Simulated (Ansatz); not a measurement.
`[F][Zr]([F])([SeH])[SeH]` + HCl → `[F][Zr]([F])([Cl])[SeH]` + H₂Se at 700 K and 1 bar (ligand exchange at a Zr–Se bond).

Gas-phase electronic energies from Ansatz, PBE0-D4/def2-TZVP geometries. CBS: MP2 limit from def2 TZ/QZ plus the TZ coupled-cluster correction, frozen cores. This one scheme is used for every species. def2 core potentials past Kr. For Se, Zr outer-core shells are correlated without core-valence functions, which leaves a few kJ/mol of doubt a bond. Scalar relativity is left out up to krypton. Each species was taken in one conformer, which may not be the lowest.

| species | CCSD(T)/CBS energy (Eh) | H − E (kJ/mol) | S (J/(mol·K)) |
| --- | --- | --- | --- |
| `[F][Zr]([F])([SeH])[SeH]` | -5049.43983 | 131.3 | 541.1 |
| HCl | -460.38127 | 38.4 | 211.8 |
| `[F][Zr]([F])([Cl])[SeH]` | -3107.94524 | 104.9 | 497.0 |
| H₂Se | -2401.89790 | 61.1 | 251.1 |

H − E and S are ideal-gas, rigid-rotor, harmonic terms from PBE0-D4/def2-TZVP, for one conformer and one mirror image of each species. 1 Eh = 2625.50 kJ/mol, R = 8.31446 J/(mol·K).

By hand: ΔE, ΔH, ΔS and ΔG.

ΔE = (-3107.94524) + (-2401.89790) − (-5049.43983) − (-460.38127) = -0.02204 Eh = -57.9 kJ/mol. Δ(H − E) = 104.9 + 61.1 − 131.3 − 38.4 = -3.7, so ΔH = -61.6 kJ/mol. ΔS = 497.0 + 251.1 − 541.1 − 211.8 = -4.8 J/(mol·K). ΔG = -61.6 − 700 × (-4.8)/1000 = -58.2 kJ/mol.

By hand: the equilibrium constant, and the temperature at which ΔG would vanish if ΔH and ΔS stayed fixed.

log₁₀ K = −ΔG/(RT ln 10) = 4.3. ΔG = 0 at ΔH/ΔS = 12833 K, far beyond where these terms or the molecules hold.

The number of gas molecules stays the same, so ΔS is small and ΔH decides. A doubt of 5 kJ/mol in ΔE shifts log₁₀ K by 0.4 here. Other conformers and mirror images would add mixing entropy, several J/(mol·K) or more a flexible species. Modes under 60 cm⁻¹, often nearly free rotors, make the harmonic entropy too high. These are equilibria of isolated gas molecules and say nothing of rates. Largest T1 diagnostic: 0.016 (customary marks: 0.02 for closed shells, 0.045 for open ones).
